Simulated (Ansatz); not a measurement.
Consider the ligand exchange at the Si–N bond: `CN([SiH3])[SiH3]` + `CC(N)S` → `CC(S)N[SiH3]` + `CN[SiH3]`.

Program: Ansatz. Geometries: PBE0-D4/def2-TZVP. ΔE: electronic, gas phase. CCSD(T)/CBS is the MP2 limit (def2-TZVPP, def2-QZVPP) plus CCSD(T) − MP2 in def2-TZVPP, frozen cores. DFT in def2-TZVPP. B3LYP here is the variant with VWN-RPA as its local correlation; programs differ in this. Each species was taken in one conformer, which may not be the lowest.

| level | ΔE (kJ/mol) | difference from CCSD(T)/CBS |
| --- | --- | --- |
| PBE-D4 | -4.3 | -4.8 |
| r2SCAN-D4 | -3.9 | -4.4 |
| B3LYP-D4 | -4.3 | -4.8 |
| B2PLYP | -3.2 | -3.7 |
| r2SCAN | -3.9 | -4.4 |
| PBE0 | -3.6 | -4.1 |
| B3LYP | -6.0 | -6.5 |
| MP2/def2-TZVPP | 0.4 | -0.1 |
| SCS-MP2/def2-QZVPP | 0.1 | -0.4 |
| MP2/CBS(def2) | 0.0 | -0.5 |
| CCSD(T)/CBS | 0.5 | 0 |

Largest T1 diagnostic among the species: 0.011.

In def2-TZVPP, CCSD(T) changes the Hartree–Fock value by +3.5 kJ/mol (the triples alone add +0.3 kJ/mol) and MP2 by +3.0 kJ/mol.
